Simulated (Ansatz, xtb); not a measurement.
## Ranking isomers of CHNTe

5 gas-phase structures of CHNTe, found in a search over its isomers (lower ones may exist). Each was relaxed with GFN2-xTB:

A. `C#[N+][Te-]`, a singlet
B. `C1=N[Te]1`, a singlet
C. `N#C[TeH]`, a singlet
D. `N=C=[Te]`, a singlet
E. `[C-]#[N+][TeH]`, a singlet

Problem. Estimate their order in r2SCAN-D4/def2-SVP energy at these geometries, lowest first.

Solution. Calculated order at r2SCAN-D4/def2-SVP: D (0.0), C (10.4), A (23.8), B (31.2), E (32.1) kcal/mol. Less than 1 kcal/mol parts B and E, so the order within that pair means little.

Energies above the lowest of each column, in kcal/mol; the last columns are at B3LYP-D4/def2-TZVP geometries and were run for some of them only (a dash: not run or not comparable):

```csv
structure,GFN2-xTB,HF/STO-3G,r2SCAN-D4/def2-SVP,B3LYP-D4/def2-TZVP,CCSD(T)/def2-TZVPP
D,0.0,20.4,0.0,0.0,0.0
C,0.0,0.0,10.4,5.4,0.2
A,5.0,32.4,23.8,16.7,17.7
B,17.9,44.8,31.2,–,–
E,15.8,21.4,32.1,–,–
```

CCSD(T)/def2-TZVPP has C and D within 1 kcal/mol of each other at the bottom, and every level picks one of them. Frequencies (B3LYP-D4/def2-TZVP) were run for A, C, D alone. Atoms past krypton carry core potentials in the def2 sets, without spin–orbit terms.

Over these structures GFN2-xTB departs from r2SCAN-D4/def2-SVP by 5.2 kcal/mol on average once a common shift is removed. A GFN2-xTB relaxation took about 0.058 s and the r2SCAN-D4/def2-SVP energy about 0.87 s on a shared host (Ansatz 0.2.0, xtb 6.7.1).
